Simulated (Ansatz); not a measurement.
Geometry optimisation, RKS B3LYP-D4/6-31G* (Ansatz).

Input:

```yaml
crystal:
  periodic: [false, false, false]
  atoms:
    - { symbol: Si, position_ang: [0.333294, -0.484651, -0.303731] }
    - { symbol: F, position_ang: [-0.132396, 0.239354, 2.369509] }
    - { symbol: Cl, position_ang: [1.883832, 0.276447, -1.461889] }
    - { symbol: H, position_ang: [-0.392624, 0.681815, 0.18569] }
    - { symbol: Cl, position_ang: [-1.035255, -1.545478, -1.454546] }
    - { symbol: "N", position_ang: [1.07323, -1.692632, 0.782061] }
    - { symbol: H, position_ang: [0.711941, -2.633652, 0.655567] }
    - { symbol: H, position_ang: [2.088218, -1.708373, 0.75578] }
    - { symbol: H, position_ang: [0.315361, -0.555231, 2.565558] }
basis:
  gaussian: { orbitals: "6-31G*" }
hamiltonian:
  xc: b3lyp
  dispersion: d4
relax:
  f_tol: 0.03
  max_steps: 50
```

Launched with:

```bash
$ ansatz run input.yaml --threads 2 --pin off --max-ram 3072MiB --backend cpu --events-out ev --progress --plain --runs-dir out
```

Where does it end, and by what steps?

It converged. After 9 steps the energy has fallen by 0.286 eV; F2 moved furthest, 0.48 Å.

| step | energy less start (eV) | largest force component (eV/Å) | accepted |
| --- | --- | --- | --- |
| 0 | 0.0000 | 0.871 | yes |
| 1 | -0.1093 | 1.944 | yes |
| 2 | -0.1673 | 1.967 | yes |
| 3 | -0.1207 | 1.602 | no |
| 4 | -0.2786 | 0.309 | yes |
| 5 | -0.2837 | 0.103 | yes |
| 6 | -0.2850 | 0.115 | yes |
| 7 | -0.2856 | 0.076 | yes |
| 8 | -0.2846 | 0.180 | no |
| 9 | -0.2861 | 0.010 | yes |

```xyz
9
Properties=species:S:1:pos:R:3
Si 0.337 -0.485 -0.425
F -0.021 0.017 2.780
Cl 1.914 0.197 -1.573
H -0.379 0.687 0.083
Cl -0.989 -1.600 -1.548
N 0.979 -1.531 0.818
H 0.620 -2.482 0.814
H 1.994 -1.556 0.885
H 0.389 -0.671 2.259
```

Run time: 56 s on 2 threads of Arm Neoverse N1, with other jobs on the host, peak memory 0.21 GiB.
